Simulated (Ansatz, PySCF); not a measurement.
C$_{3}$H$_{11}$ClSi$_{2}$ (SMILES C[SiH](C)C[SiH2]Cl), singlet, geometry from GFN2-xTB, with bond 13-5 at 2.4 times its length. Base run: CASSCF(2,2)/STO-3G (PySCF).

PySCF was given this input:
```python
from pyscf import gto, scf, mcscf
import numpy

mol = gto.M(
    atom='''
Si    1.33257525    0.66654397    0.16078945
Cl    2.84315162    0.07318582    1.37153289
C    -0.04978088   -0.62533662    0.21314451
Si   -1.51482180   -0.31943166   -0.97282983
C    -2.81929778   -1.67989253   -0.70843059
C    -2.27763752    1.38388117   -0.61857172
H     1.88731138    0.80051535   -1.18443274
H     0.87726363    1.96248337    0.66078688
H    -0.43024136   -0.69451820    1.23367136
H     0.37337866   -1.60562815   -0.00994699
H    -1.02863324   -0.36450493   -2.36353942
H    -3.66355138   -1.55057628   -1.37871645
H    -1.82583991   -4.04845462   -1.14909476
H    -3.20532755   -1.67143751    0.30727909
H    -1.56988159    2.17962394   -0.82805474
H    -3.15771098    1.55695780   -1.23012402
H    -2.57907924    1.47823479    0.42077081
''',
    basis='sto-3g',
    verbose=3,
)

mf = scf.RHF(mol)
mf.kernel()
mc = mcscf.CASSCF(mf, 2, 2)
mc.fix_spin_(ss=0.0)
mc.kernel()
occ = numpy.linalg.eigvalsh(mc.fcisolver.make_rdm1(mc.ci, mc.ncas, mc.nelecas))[::-1]
ss = mc.fcisolver.spin_square(mc.ci, mc.ncas, mc.nelecas)[0]
print('natural occupations', occ.round(4), ' <S^2>', round(ss, 4))
```

Programs used: Ansatz (an electronic-structure program), PySCF; a row that names a program was run with it.

Each row names what was changed in the base input (with any setting that the change needs).

```csv
change,ΔE vs base (kcal/mol),natural occupations,<S^2> of the state
base,0.000,1.31 0.69,0.00
"active space = 6 electrons, 7 orbitals",-13.81,1.99 1.98 1.31 0.69 0.02 0.01 0.00,0.00
code = ansatz,0.018,-,-
"active space = 8 electrons, 7 orbitals",-20.15,2.00 1.98 1.98 1.31 0.69 0.02 0.02,0.00
orbitals = fixed (CASCI); correction = SC-NEVPT2,-145.1,1.32 0.68,0.00
solver = newton,0.000,1.31 0.69,0.00
state_average = 2 states,0.026,-,-
correction = SC-NEVPT2,-145.3,1.31 0.69,0.00
conv_tol = 1e-5,0.000,1.31 0.69,0.00
"active space = 2 electrons, 4 orbitals",-0.003,1.31 0.69 0.00 0.00,0.00
orbitals = fixed (CASCI),6.73,1.32 0.68,0.00
```

Active orbitals are taken around the Fermi level unless the row says otherwise; CASSCF can end in different local minima, and two programs can end on different orbitals. State-averaged rows give the lowest state.
